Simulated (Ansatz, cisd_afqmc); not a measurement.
Species: ICl, charge 0, singlet. ICl (SMILES ClI).
B3LYP-D3(BJ)/def2-TZVP minimum from Ansatz (a quantum-chemistry and plane-wave program):
```xyz
2

Cl     0.0000     0.0000    -1.7753
I      0.0000     0.0000     0.5694
```
Charge 0, spin multiplicity 1.

Total energies in def2-SVP, 14 correlated electrons, 14 frozen orbitals. Open shells are spin-unrestricted; no spin-orbit coupling. Correlated methods leave the cores frozen (noble-gas shells, and filled d and f shells in the p block). Past Kr the def2 sets carry scalar-relativistic core potentials. AFQMC/CISD: phaseless, guided by CISD from CCSD amplitudes; bars are statistical, one sigma. Outlying blocks are dropped, and bars are widened where a walk drifts. Over all cases where full CI ran beside it in this data, AFQMC minus full CI had a median of +0.1 mEh and passed +0.4 mEh in a tenth of the cases. Spin-orbit terms, left out, reach several kcal/mol for Br and I, and more for heavier atoms.

```csv
method,program,energy (Eh),minus CCSDTQ (mEh)
HF,Ansatz,-755.99195,258.85
MP2,Ansatz,-756.22073,30.08
CCSD,Ansatz,-756.24437,6.43
CCSD(T),Ansatz,-756.24978,1.02
CCSDT(Q),Ansatz,-756.25080,0.00
CCSDTQ,Ansatz,-756.25080,0.00
AFQMC/CISD,cisd_afqmc,-756.2506 ± 0.0003,0.2 ± 0.3
```

Rough core times of Ansatz's runs on a shared machine: CCSD(T) under 20 s, CCSDT(Q) under 20 s, CCSDTQ 3 min.
